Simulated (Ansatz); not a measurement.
Total energies of `C[Si](C)(C)C#Cc1ccc(-c2ccc(-c3ccc(-c4ccc(-c5ccc(-c6ccc(C#C[Si](C)(C)C)[se]6)[se]5)[se]4)[se]3)[se]2)[se]1` from Ansatz at PBE-D4/def2-SVP, gas phase (1 Eh = 27.2114 eV = 2625.5 kJ/mol). The reference geometry is relaxed at PBE-D4/def2-SVP.

```json
{"state": "charge 0 singlet", "geometry": "reference", "energy (Eh)": "-16295.04875"}
{"state": "charge 1 doublet", "geometry": "reference", "energy (Eh)": "-16294.83898"}
{"state": "charge -1 doublet", "geometry": "reference", "energy (Eh)": "-16295.12132"}
{"state": "free C atom (triplet)", "geometry": "–", "energy (Eh)": "-37.75124"}
{"state": "free Si atom (triplet)", "geometry": "–", "energy (Eh)": "-289.12416"}
{"state": "free Se atom (triplet)", "geometry": "–", "energy (Eh)": "-2400.83018"}
{"state": "free H atom (doublet)", "geometry": "–", "energy (Eh)": "-0.49863"}
```

Single mean-field runs in def2-SVP are fitted with def2-universal-jkfit.

(1) Work out the vertical ionisation energy to the doublet.

(2) Work out the vertical electron affinity, to the doublet.

(3) Give the fundamental gap IE − EA, the Mulliken electronegativity (IE + EA)/2 and the hardness (IE − EA)/2.

(4) What is the binding energy per atom against free atoms?

(1) E(charge 1 doublet) − E(charge 0 singlet) = -16294.83898 − (-16295.04875) = 0.20977 Eh = 5.71 eV. For comparison, −ε of the highest occupied level is 4.47 eV at this level, 1.24 eV less.

(2) E(charge 0 singlet) − E(charge -1 doublet) = -16295.04875 − (-16295.12132) = 0.07257 Eh = 1.97 eV. The basis lacks diffuse functions, which makes affinities too small.

(3) From the values in Eh: IE − EA = 0.20977 − 0.07257 = 0.13720 Eh = 3.73 eV; (IE + EA)/2 = 3.84 eV; (IE − EA)/2 = 1.87 eV. The HOMO–LUMO gap of the same run is 1.35 eV, 2.38 eV smaller than the fundamental gap.

(4) Atoms: 34 × (-37.75124) + 2 × (-289.12416) + 6 × (-2400.83018) + 30 × (-0.49863) = -16281.73046 Eh. Binding: -16281.73046 − (-16295.04875) = 13.31829 Eh = 362.41 eV, or 5.03 eV for each of 72 atoms (no zero-point energy, no counterpoise term).
